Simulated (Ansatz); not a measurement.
The cluster Ag₈Te₄⁺. Total charge 1; doublet. Geometry PBE-D4/def2-SVP.

```xyz
12

Ag   -1.959    1.730    1.808
Ag   -0.372    1.594   -0.619
Ag    1.130   -0.026   -2.474
Ag    0.112   -2.370   -1.332
Ag   -3.317    1.198   -0.498
Ag    1.381   -1.721    1.178
Ag    2.415    0.656    0.019
Ag   -1.428   -0.839    0.567
Te    2.874   -1.808   -1.147
Te   -0.086   -0.258    2.971
Te    0.977    2.189    1.776
Te   -1.727   -0.346   -2.248
```

In the def2 sets Ag, Te take a core potential, while STO-3G treats all electrons; there is no spin–orbit coupling. Single mean-field runs in def2-TZVP are fitted with def2-universal-jkfit. At HF/STO-3G the charge 1 doublet is spin-contaminated (final ⟨S²⟩ up to 5.13, 0.75 for a pure state). Another isomer (doublet) lies 0.52 eV lower at PBE0-D4/def2-TZVP; other spin states weren't run for this one.

Estimate the α-spin orbital energies around the gap (eV) in Ansatz with HF/STO-3G, PBE-D4/def2-SVP, r2SCAN-D4/def2-TZVP, PBE0-D4/def2-TZVP, BHLYP-D4/def2-TZVP.


```json
{"orbital": "HOMO−13", "HF/STO-3G": "-12.34", "PBE-D4/def2-SVP": "-11.04", "r2SCAN-D4/def2-TZVP": "-11.24", "PBE0-D4/def2-TZVP": "-12.62", "BHLYP-D4/def2-TZVP": "-14.35"}
{"orbital": "HOMO−12", "HF/STO-3G": "-11.84", "PBE-D4/def2-SVP": "-11.00", "r2SCAN-D4/def2-TZVP": "-11.19", "PBE0-D4/def2-TZVP": "-12.60", "BHLYP-D4/def2-TZVP": "-14.28"}
{"orbital": "HOMO−11", "HF/STO-3G": "-11.66", "PBE-D4/def2-SVP": "-10.94", "r2SCAN-D4/def2-TZVP": "-11.13", "PBE0-D4/def2-TZVP": "-12.56", "BHLYP-D4/def2-TZVP": "-13.60"}
{"orbital": "HOMO−10", "HF/STO-3G": "-11.48", "PBE-D4/def2-SVP": "-10.93", "r2SCAN-D4/def2-TZVP": "-11.09", "PBE0-D4/def2-TZVP": "-12.17", "BHLYP-D4/def2-TZVP": "-13.13"}
{"orbital": "HOMO−9", "HF/STO-3G": "-11.47", "PBE-D4/def2-SVP": "-10.73", "r2SCAN-D4/def2-TZVP": "-10.88", "PBE0-D4/def2-TZVP": "-11.63", "BHLYP-D4/def2-TZVP": "-12.32"}
{"orbital": "HOMO−8", "HF/STO-3G": "-11.21", "PBE-D4/def2-SVP": "-10.05", "r2SCAN-D4/def2-TZVP": "-10.18", "PBE0-D4/def2-TZVP": "-11.07", "BHLYP-D4/def2-TZVP": "-11.95"}
{"orbital": "HOMO−7", "HF/STO-3G": "-11.03", "PBE-D4/def2-SVP": "-9.79", "r2SCAN-D4/def2-TZVP": "-9.89", "PBE0-D4/def2-TZVP": "-10.69", "BHLYP-D4/def2-TZVP": "-11.48"}
{"orbital": "HOMO−6", "HF/STO-3G": "-10.43", "PBE-D4/def2-SVP": "-9.63", "r2SCAN-D4/def2-TZVP": "-9.76", "PBE0-D4/def2-TZVP": "-10.51", "BHLYP-D4/def2-TZVP": "-11.26"}
{"orbital": "HOMO−5", "HF/STO-3G": "-9.80", "PBE-D4/def2-SVP": "-9.48", "r2SCAN-D4/def2-TZVP": "-9.61", "PBE0-D4/def2-TZVP": "-10.26", "BHLYP-D4/def2-TZVP": "-10.91"}
{"orbital": "HOMO−4", "HF/STO-3G": "-8.61", "PBE-D4/def2-SVP": "-9.28", "r2SCAN-D4/def2-TZVP": "-9.38", "PBE0-D4/def2-TZVP": "-10.05", "BHLYP-D4/def2-TZVP": "-10.70"}
{"orbital": "HOMO−3", "HF/STO-3G": "-7.78", "PBE-D4/def2-SVP": "-9.18", "r2SCAN-D4/def2-TZVP": "-9.30", "PBE0-D4/def2-TZVP": "-9.94", "BHLYP-D4/def2-TZVP": "-10.60"}
{"orbital": "HOMO−2", "HF/STO-3G": "-7.11", "PBE-D4/def2-SVP": "-8.90", "r2SCAN-D4/def2-TZVP": "-9.02", "PBE0-D4/def2-TZVP": "-9.71", "BHLYP-D4/def2-TZVP": "-10.43"}
{"orbital": "HOMO−1", "HF/STO-3G": "-7.02", "PBE-D4/def2-SVP": "-8.82", "r2SCAN-D4/def2-TZVP": "-8.90", "PBE0-D4/def2-TZVP": "-9.57", "BHLYP-D4/def2-TZVP": "-10.22"}
{"orbital": "HOMO", "HF/STO-3G": "-6.52", "PBE-D4/def2-SVP": "-7.97", "r2SCAN-D4/def2-TZVP": "-8.12", "PBE0-D4/def2-TZVP": "-8.60", "BHLYP-D4/def2-TZVP": "-9.09"}
{"orbital": "LUMO", "HF/STO-3G": "-1.15", "PBE-D4/def2-SVP": "-7.01", "r2SCAN-D4/def2-TZVP": "-6.86", "PBE0-D4/def2-TZVP": "-6.17", "BHLYP-D4/def2-TZVP": "-5.31"}
{"orbital": "LUMO+1", "HF/STO-3G": "-0.95", "PBE-D4/def2-SVP": "-6.63", "r2SCAN-D4/def2-TZVP": "-6.50", "PBE0-D4/def2-TZVP": "-5.92", "BHLYP-D4/def2-TZVP": "-5.17"}
{"orbital": "LUMO+2", "HF/STO-3G": "-0.63", "PBE-D4/def2-SVP": "-6.20", "r2SCAN-D4/def2-TZVP": "-6.06", "PBE0-D4/def2-TZVP": "-5.44", "BHLYP-D4/def2-TZVP": "-4.62"}
{"orbital": "LUMO+3", "HF/STO-3G": "-0.04", "PBE-D4/def2-SVP": "-6.19", "r2SCAN-D4/def2-TZVP": "-5.98", "PBE0-D4/def2-TZVP": "-5.36", "BHLYP-D4/def2-TZVP": "-4.51"}
{"orbital": "LUMO+4", "HF/STO-3G": "0.72", "PBE-D4/def2-SVP": "-5.77", "r2SCAN-D4/def2-TZVP": "-5.59", "PBE0-D4/def2-TZVP": "-4.99", "BHLYP-D4/def2-TZVP": "-4.21"}
{"orbital": "LUMO+5", "HF/STO-3G": "0.91", "PBE-D4/def2-SVP": "-5.73", "r2SCAN-D4/def2-TZVP": "-5.58", "PBE0-D4/def2-TZVP": "-4.97", "BHLYP-D4/def2-TZVP": "-4.11"}
{"orbital": "β HOMO", "HF/STO-3G": "-6.94", "PBE-D4/def2-SVP": "-8.79", "r2SCAN-D4/def2-TZVP": "-8.87", "PBE0-D4/def2-TZVP": "-9.53", "BHLYP-D4/def2-TZVP": "-10.18"}
{"orbital": "β LUMO", "HF/STO-3G": "-0.87", "PBE-D4/def2-SVP": "-7.61", "r2SCAN-D4/def2-TZVP": "-7.43", "PBE0-D4/def2-TZVP": "-6.86", "BHLYP-D4/def2-TZVP": "-6.08"}
```
